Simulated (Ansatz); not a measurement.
Na₃I₄⁻. Total charge -1; singlet. Geometry r2SCAN-D4/def2-SVPD.

```xyz
7

Na    1.147   -2.860    1.782
Na    0.449    2.093   -1.398
Na   -1.455   -0.781    0.605
I    -2.488    1.526   -0.849
I    -1.645   -3.335    2.300
I     2.360    3.860   -2.646
I     1.632   -0.503    0.206
```

In the def2 sets I takes a core potential; there is no spin–orbit coupling. LC-ωPBE has ω = 0.4 bohr⁻¹. Another isomer (singlet) lies 0.59 eV lower at PBE0-D4/def2-TZVPD; other spin states weren't run for this one.

Estimate the orbital energies around the gap (eV) in Ansatz with PBE-D4/def2-TZVPD, r2SCAN-D4/def2-TZVPD, PBE0-D4/def2-TZVPD, BHLYP-D4/def2-TZVPD, LC-ωPBE/def2-TZVPD.


| orbital | PBE-D4/def2-TZVPD | r2SCAN-D4/def2-TZVPD | PBE0-D4/def2-TZVPD | BHLYP-D4/def2-TZVPD | LC-ωPBE/def2-TZVPD |
| --- | --- | --- | --- | --- | --- |
| HOMO−5 | -3.14 | -3.39 | -4.21 | -5.12 | -6.74 |
| HOMO−4 | -3.05 | -3.30 | -4.11 | -5.01 | -6.60 |
| HOMO−3 | -2.80 | -3.06 | -3.87 | -4.78 | -6.41 |
| HOMO−2 | -2.14 | -2.35 | -3.17 | -4.06 | -5.65 |
| HOMO−1 | -1.75 | -1.97 | -2.78 | -3.67 | -5.28 |
| HOMO | -1.72 | -1.95 | -2.76 | -3.65 | -5.26 |
| LUMO | 0.27 | 0.81 | 0.76 | 1.04 | 1.58 |
| LUMO+1 | 1.41 | 1.76 | 1.75 | 1.85 | 2.08 |
| LUMO+2 | 1.54 | 1.82 | 1.77 | 1.86 | 2.14 |
| LUMO+3 | 1.57 | 1.88 | 1.80 | 1.91 | 2.38 |
| LUMO+4 | 1.82 | 2.13 | 2.09 | 2.23 | 2.55 |
| LUMO+5 | 2.06 | 2.35 | 2.31 | 2.40 | 2.63 |
